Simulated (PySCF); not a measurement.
## C₆ coefficients of unlike pairs at PBE

Calculated with PySCF 2.14 from the dipole response of each species, C₆(A,B) = (3/π) ∫ α_A(iu) α_B(iu) du, in atomic units, from isotropic polarisabilities. For ions this is the dispersion term alone; charge-induced terms of lower order in 1/R come first.

```
species      configuration                                    basis      relativity  α (bohr³)  C₆ (like pair)
    Ag+     [Kr] 4d10 (1S)  aug-cc-pVDZ-PP with ECP28MDF (5s5p4d2f)  core potential      9.361           51.51
     Sr      [Kr] 5s2 (1S)               aug-cc-pVTZ-X2C (8s7p5d2f)   spin-free X2C      196.4            3162
     F+  [He] 2s2 2p4 (3P)                   aug-cc-pwCVDZ (5s4p2d)            none      1.768           3.356
```

Problem. Estimate C₆ for F+ with Sr.

Solution. The integral gives 58.01. The combination rule 2 C_A C_B / (C_A α_B/α_A + C_B α_A/α_B) gives 52.89 and the geometric mean 103.0.

No spin-orbit coupling is included.

The other pairs:

```csv
pair,C₆
"F+, Ag+",12.93
"Sr, Ag+",274.8
```
